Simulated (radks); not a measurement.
Neutral silver inside a hard spherical wall (all orbitals vanish at R), configuration held at [Kr] 4d10 5s1 and not refilled when levels cross. All-electron calculation, scalar-relativistic Kohn-Sham, LDA (Slater exchange, Perdew-Wang correlation), spin-unpolarised, spherical densities, finite nucleus; Fermi nuclear charge, rms radius 4.5454 fm. Program: a radial shooting solver on a logarithmic mesh with Libxc functionals. Eigenvalues in eV, with the zero of energy where the potential of the charges vanishes at infinity; a dash marks a level that is unbound or too diffuse for the functional's potential to be trusted. A positive occupied level is held by the wall or, in an anion where self-interaction has pushed it up, behind a barrier. The pressure on the wall is -dE/dV.

R (bohr)	E (hartree)	kinetic (hartree)	e(4s)	e(4p)	e(4d)	e(5s)	e(5p, empty)	e(6s, empty)	pressure (GPa)
free	-5311.02522	5515.823	-95.073	-58.668	-7.662	-4.713	-0.843	-	0
20	-5311.02522	5515.823	-95.073	-58.668	-7.662	-4.713	-0.842	0.174	< 0.0001
15	-5311.02522	5515.823	-95.073	-58.668	-7.662	-4.713	-0.832	0.467	< 0.0001
12	-5311.02520	5515.824	-95.070	-58.666	-7.660	-4.710	-0.788	1.035	0.000389
8	-5311.02317	5515.840	-94.951	-58.547	-7.544	-4.577	-0.262	4.424	0.0855
7	-5311.01878	5515.869	-94.780	-58.375	-7.380	-4.365	0.268	7.025	0.355
6	-5311.00447	5515.952	-94.367	-57.966	-6.993	-3.819	1.367	11.797	1.61
4	-5310.74805	5517.155	-90.438	-54.134	-3.392	2.122	10.351	43.185	58.8
3.5	-5310.43550	5518.486	-87.267	-51.084	-0.428	7.559	17.648	65.230	178
2	-5300.59448	5555.936	-47.570	-11.525	44.161	110.07	136.36	345.33	14800
